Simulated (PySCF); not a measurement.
**A ladder of Hamiltonians for S⁶⁺ (sulfur, charge +6)**

Occupied: 1s1/2, 2s1/2, 2p1/2, 2p3/2. Hartree-Fock calculated with PySCF 2.14 in an even-tempered Gaussian basis (18 s from 0.18 bohr⁻², ratio 2.7; 12 p from 0.22 bohr⁻², ratio 2.7), Gaussian nucleus throughout. NR is non-relativistic, sf-X2C the spin-free one-electron X2C Hamiltonian, X2C adds the bare one-electron spin-orbit term, X2C-SNSO screens it by Boettger's factors, DC is four-component Dirac-Coulomb, and the Gaunt and Breit terms are added at first order (total energies over the DC spinors, levels after relaxing the spinors in that mean field). QED terms are absent. Levels marked empty are virtual spinors of this ion.

```tsv
level (eV)	NR	sf-X2C	X2C	X2C-SNSO
1s1/2	-2609.7	-2617.8	-2617.8	-2617.8
2s1/2	-345.10	-346.60	-346.60	-346.60
2p1/2	-282.81	-282.95	-283.99	-283.86
2p3/2	-282.81	-282.95	-282.43	-282.49
3s1/2 (empty)	-87.299	-87.534	-87.534	-87.534
3p1/2 (empty)	-74.286	-74.332	-74.457	-74.442
3p3/2 (empty)	-74.286	-74.332	-74.271	-74.278
```

Where do the four-component calculations put these levels?

1s1/2: DC -2618.5, DC+Gaunt -2616.9, DC+Breit -2617.0; 2s1/2: DC -346.65, DC+Gaunt -346.57, DC+Breit -346.57; 2p1/2: DC -283.86, DC+Gaunt -283.71, DC+Breit -283.72; 2p3/2: DC -282.52, DC+Gaunt -282.43, DC+Breit -282.44; 3s1/2 (empty): DC -87.541, DC+Gaunt -87.528, DC+Breit -87.529; 3p1/2 (empty): DC -74.441, DC+Gaunt -74.422, DC+Breit -74.425; 3p3/2 (empty): DC -74.281, DC+Gaunt -74.269, DC+Breit -74.272 (eV).

```tsv
Hamiltonian	E (hartree)	E − E(DC) (hartree)	CPU seconds
NR	-387.5591	1.1051	0.36
sf-X2C	-388.6297	0.0344	0.2
X2C	-388.6306	0.0335	0.25
X2C-SNSO	-388.6304	0.0337	0.25
DC	-388.6641	0.0000	9.8
DC+Gaunt	-388.5714	0.0928	20
DC+Breit	-388.5780	0.0862	59
```

Weight of the small component: 1s1/2 0.00324, 2s1/2 0.000506, 2p1/2 0.000478, 2p3/2 0.000476, 3s1/2 0.000102, 3p1/2 9.13e-05, 3p3/2 9.10e-05.

Koopmans' value for the highest occupied level at DC+Breit: 282.44 eV, against an ionisation energy of 280.95 eV (measured; NIST Atomic Spectra Database, ionization energies); the former lacks relaxation, correlation, QED and recoil.

The whole ladder took 92 s of wall time on 1 thread of Neoverse-N1 (shared host), launched as `OMP_NUM_THREADS=1 python relrun2.py TASK.json OUT` (a driver that calls PySCF for each Hamiltonian).

Dirac-Coulomb iterations, started from the X2C spinors:

```
with_ssss True, with_gaunt False, with_breit False
light speed = 137.03599967994
init E= -388.593381667809
cycle= 1 E= -388.664135370452  delta_E= -0.0708  |g|= 0.0383  |ddm|= 0.00613
cycle= 2 E= -388.664137406588  delta_E= -2.04e-06  |g|= 0.00109  |ddm|= 0.000798
cycle= 3 E= -388.664137453049  delta_E= -4.65e-08  |g|= 0.000192  |ddm|= 0.000161
cycle= 4 E= -388.664137454586  delta_E= -1.54e-09  |g|= 1.28e-06  |ddm|= 2.39e-05
```
